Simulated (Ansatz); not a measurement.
Basis-set series for CH$_{6}$FNSi$_{2}$, SMILES `N[Si]1(F)C[SiH2]1`. Total charge 0; spin multiplicity 1. The geometry is a stationary point of PBE0-D4/def2-TZVP. It is one conformer, not always the lowest.

```csv
functional,basis,functions,energy (Eh),HOMO (eV),LUMO (eV)
PBE0-D4,def2-TZVPP,261,-775.02025,-6.64,-0.12
PBE0-D4,def2-QZVPP,491,-775.05127,-6.66,-0.29
ωB97M-V,def2-TZVPP,261,-775.35350,-8.67,1.55
ωB97M-V,def2-QZVPP,491,-775.38250,-8.69,1.14
```

(1) Give the rows for def2-SVP. (Estimate.)

Results:

(1) Computed: 
```
functional     basis  functions  energy (Eh)  HOMO (eV)  LUMO (eV)
   PBE0-D4  def2-SVP        108   -774.56897      -6.59       0.22
   ωB97M-V  def2-SVP        108   -774.89512      -8.59       2.07
```

Positive LUMOs are unbound and depend on the basis.
